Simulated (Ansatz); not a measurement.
Geometry optimisation, RKS PBE/def2-SVP (Ansatz).

The input (input.yaml):

```yaml
crystal:
  periodic: [false, false, false]
  atoms:
    - { symbol: Si, position_ang: [0.288697, 0.228148, -0.046953] }
    - { symbol: Cl, position_ang: [0.547725, -0.554709, 1.910195] }
    - { symbol: H, position_ang: [1.684187, 0.388636, -0.584303] }
    - { symbol: H, position_ang: [-0.383637, 1.563276, 0.001886] }
    - { symbol: H, position_ang: [-0.419503, -0.770846, -0.918073] }
    - { symbol: O, position_ang: [-2.413134, -0.054276, 0.92775] }
    - { symbol: Al, position_ang: [-3.456921, -1.135133, 0.068123] }
    - { symbol: H, position_ang: [-3.80068, -2.578809, 0.664939] }
    - { symbol: H, position_ang: [-4.001784, -0.542467, -1.310192] }
    - { symbol: H, position_ang: [-2.007449, -0.28202, 1.799027] }
basis:
  gaussian: { orbitals: def2-SVP }
hamiltonian:
  xc: pbe
relax:
  f_tol: 0.03
  max_steps: 50
```

Run as:

```bash
$ ansatz run input.yaml --threads 2 --pin off --max-ram 3072MiB --backend cpu --events-out ev --progress --plain --runs-dir out
```

Problem. Where does it end, and by what steps?

Solution. The run converged. The force dipped under the threshold on the way, but the program's further checks kept it going. After 27 steps the energy has fallen by 0.060 eV; H8 moved furthest, 1.15 Å.

| step | energy less start (eV) | largest force component (eV/Å) | accepted |
| --- | --- | --- | --- |
| 0 | 0.0000 | 0.623 | yes |
| 1 | -0.0195 | 0.357 | yes |
| 2 | -0.0216 | 0.261 | yes |
| 3 | -0.0306 | 0.207 | yes |
| 4 | -0.0333 | 0.165 | yes |
| 5 | -0.0387 | 0.114 | yes |
| 6 | -0.0444 | 0.227 | yes |
| 7 | -0.0465 | 0.353 | yes |
| 8 | -0.0507 | 0.167 | yes |
| 9 | -0.0529 | 0.046 | yes |
| 10 | -0.0534 | 0.060 | yes |
| 11 | -0.0543 | 0.057 | yes |
| 12 | -0.0538 | 0.119 | no |
| 13 | -0.0548 | 0.024 | yes |
| 14 | -0.0554 | 0.066 | yes |
| 15 | -0.0558 | 0.080 | yes |
| 16 | -0.0562 | 0.054 | yes |
| 17 | -0.0568 | 0.063 | yes |
| 18 | -0.0573 | 0.062 | yes |
| 19 | -0.0567 | 0.137 | no |
| 20 | -0.0581 | 0.032 | yes |
| 21 | -0.0586 | 0.065 | yes |
| 22 | -0.0589 | 0.064 | yes |
| 23 | -0.0590 | 0.055 | yes |
| 24 | -0.0593 | 0.025 | yes |
| 25 | -0.0593 | 0.031 | yes |
| 26 | -0.0594 | 0.034 | yes |
| 27 | -0.0595 | 0.019 | yes |

```xyz
10
Properties=species:S:1:pos:R:3
Si 0.632 0.435 -0.025
Cl 0.582 -0.554 1.832
H 2.038 0.937 -0.184
H -0.320 1.589 0.005
H 0.317 -0.543 -1.113
O -2.292 -0.689 0.436
Al -3.924 -1.195 0.202
H -4.651 -2.115 1.291
H -4.590 -0.675 -1.147
H -1.755 -0.929 1.215
```

Whether the end is a true minimum wasn't checked by a vibrational analysis.

Run time: 71 s on 2 threads of Arm Neoverse V1 (shared host), peak memory 0.15 GiB.
